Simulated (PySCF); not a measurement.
C5H7FO2.
SMILES with atom numbers: `[CH3:1]/[CH:2]=[C:3](/[O:4][CH3:5])[C:6](=[O:7])[F:8]` (hydrogens: H9, H10, H11 on C1; H12 on C2; H13, H14, H15 on C5)

Structure used (GFN2-xTB), in Å, numbered top down from 1:
```xyz
15
C5H7FO2 angstrom
C     -1.8955   -0.9864   -0.0772
C     -0.4416   -0.6852    0.0199
C      0.0931    0.5479   -0.0529
O      1.4148    0.8665    0.0386
C      2.3398   -0.1728    0.2391
C     -0.7511    1.7322   -0.2529
O     -1.9308    1.8025   -0.3668
F     -0.0136    2.8718   -0.3061
H     -2.4414   -0.5137    0.7385
H     -2.3173   -0.5861   -0.9977
H     -2.0633   -2.0587   -0.0415
H      0.2137   -1.5313    0.1634
H      3.3136    0.3101    0.2905
H      2.3291   -0.8844   -0.5930
H      2.1460   -0.7044    1.1763
```

Method used: TDDFT PBE0/def2-SVPD, vertical, gas phase, core orbitals frozen in the response in PySCF.

Ground-to-excited transition dipoles (e·a0, same axes as the geometry; the sign carries no meaning), for the states with f of 0.002 or more among the lowest 7:

```csv
state,E (eV),μx,μy,μz
S1,4.911,0.389,1.042,-0.071
S3,6.544,-0.022,0.031,0.319
S6,7.287,-0.028,0.018,0.189
S7,7.431,-0.500,0.678,-0.119
```

Work out the oscillator strengths.

f = (2/3) ΔE |μ|² with ΔE in hartree (27.2114 eV).

```tsv
state	|μ|² (au)	|μ| (D)	f
S1	1.242	2.83	0.149
S3	0.103	0.82	0.017
S6	0.037	0.49	0.007
S7	0.724	2.16	0.132
```

Which bond between heavy atoms lies closest to the direction of the S1 transition dipole?

C2–C3, at 3° from it; next C6–F8 at 12°.

What angle do the transition dipoles of S1 and S7 make?

|cos θ| = |μa·μb| / (|μa| |μb|) = 0.55, so θ ≈ 57° (taken between 0 and 90°, since the signs are arbitrary).

How is the summed strength of these states shared among x, y and z?

(2/3) Σ ΔE μα² gives 0.064 for x, 0.214 for y and 0.026 for z, 0.304 in all.

What peak molar absorption coefficient would the strongest computed level give as a lone Gaussian band 0.3 eV wide at half height?

ε(max) = 2.175×10⁸ f / FWHM, with the width in cm⁻¹. S1: 2.175×10⁸ × 0.1494 / 2420 ≈ 13000 L mol⁻¹ cm⁻¹.

Hardware: Arm Neoverse V1, one thread (shared host). Cost: 47 s (grids of density and orbitals included), 0.84 GiB resident at most.

One conformer stands for the species.
